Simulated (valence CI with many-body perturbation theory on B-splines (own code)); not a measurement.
## Valence orbitals of Er LXI

Method: configuration interaction combined with many-body perturbation theory (CI+MBPT): six valence electrons over a frozen Dirac-Fock core [He], a basis of 9 s, 9 p, 8 d, 6 f, 3 g, 1 h functions for each j, with the one-electron correlation potential Σ1 (screened to all orders), the two-electron term Σ2, the three-electron term Σ3, Breit, model QED; selected single and double excitations, second order for the rest, scaled by the run's own slope (own B-spline code, finite nucleus).

The last digits are not significant, and no measured levels were compared; by estimate large intervals hold to a few tenths of a per cent, small ones and those within an open d or f shell to about a per cent. Among the levels kept, up to 2100 cm⁻¹ of a level comes from second order outside the variational space, and about a tenth of that is noise between levels of different J, which matters for small intervals.

These are the spectroscopic orbitals of the CI (the correlating ones are not listed), shaped by the core and the other valence electrons. h is the expectation value of the core's Dirac-Fock operator, without the valence repulsion; Σ1 is computed up to l = 3 at one energy for each symmetry, that of its lowest orbital but kept below the first core excitation, so for empty shells it is not the orbital's own correlation shift; Breit and QED include the response of the core, and the two lowest orbitals of each symmetry also the frequency dependence of Breit exchange, which makes a step in that column.

| Orbital | h (hartree) | Σ1 (cm⁻¹) | Breit (cm⁻¹) | QED (cm⁻¹) | ⟨r⟩ (bohr) |
| --- | --- | --- | --- | --- | --- |
| 2s1/2 | -598.7 | -1479 | 92443 | 110251 | 0.08358 |
| 3s1/2 | -260.01 | -363 | 25035 | 31073 | 0.1970 |
| 4s1/2 | -143.96 | -141 | 9845 | 12608 | 0.3602 |
| 5s1/2 | -91.158 | -69.7 | 4898 | 6313 | 0.5721 |
| 2p1/2 | -592.34 | -4018 | 185320 | 3230 | 0.06935 |
| 3p1/2 | -258.16 | -905 | 48495 | 501 | 0.1841 |
| 4p1/2 | -143.18 | -347 | 19063 | 176 | 0.3486 |
| 5p1/2 | -90.764 | -170 | 9458 | 83.6 | 0.5619 |
| 2p3/2 | -554.04 | -2594 | 63156 | 14188 | 0.07610 |
| 3p3/2 | -246.81 | -590 | 17246 | 3684 | 0.1937 |
| 4p3/2 | -138.43 | -227 | 8217 | 1479 | 0.3614 |
| 5p3/2 | -88.348 | -112 | 4126 | 741 | 0.5777 |
| 3d3/2 | -245.96 | -258 | 1643 | -257 | 0.1645 |
| 4d3/2 | -138.07 | -112 | 900 | -54.2 | 0.3334 |
| 5d3/2 | -88.166 | -57.8 | 446 | -16.9 | 0.5510 |
| 3d5/2 | -242.74 | -223 | 536 | 1109 | 0.1676 |
| 4d5/2 | -136.71 | -95.6 | 294 | 515 | 0.3372 |
| 5d5/2 | -87.466 | -49.3 | 138 | 273 | 0.5557 |
| 4f5/2 | -136.52 | -19.7 | 8.7 | -148 | 0.2909 |
| 5f5/2 | -87.379 | -11.3 | 7.2 | -72.4 | 0.5101 |
| 4f7/2 | -135.87 | -18.6 | 2.6 | 133 | 0.2929 |
| 5f7/2 | -87.044 | -10.6 | 2.1 | 71.8 | 0.5124 |
| 5g7/2 | -87.016 |  | 0.0 | -47.2 | 0.4476 |
| 5g9/2 | -86.818 |  | 0.0 | 37.8 | 0.4491 |

Among the shells of the start configuration 2s2 2p4, Σ1 is largest in size for 2p1/2, where it is 0.0031 % of h.

Lowest root of each symmetry, sizes in configuration state functions:

```csv
J,Parity,Roots,Reference,Variational,Second order,Change by selected CI (cm⁻¹),Change by second order (cm⁻¹)
0,even,8,30,57519,90709,-51907,-2
1,even,11,67,59995,343690,-48022,-345
2,even,12,76,59999,552968,-50448,-381
3,even,6,53,59391,481023,-48015,-783
4,even,2,28,55346,262102,-54568,-264
5,even,1,12,42555,152701,-48675,-53
0,odd,6,30,50937,165884,-53621,-3
1,odd,13,74,59998,527799,-60574,-383
2,odd,12,74,59995,772527,-54154,-1039
3,odd,8,47,59984,905211,-50599,-1115
4,odd,5,20,56964,611783,-49353,-652
5,odd,1,3,43874,258840,-56662,-26
```
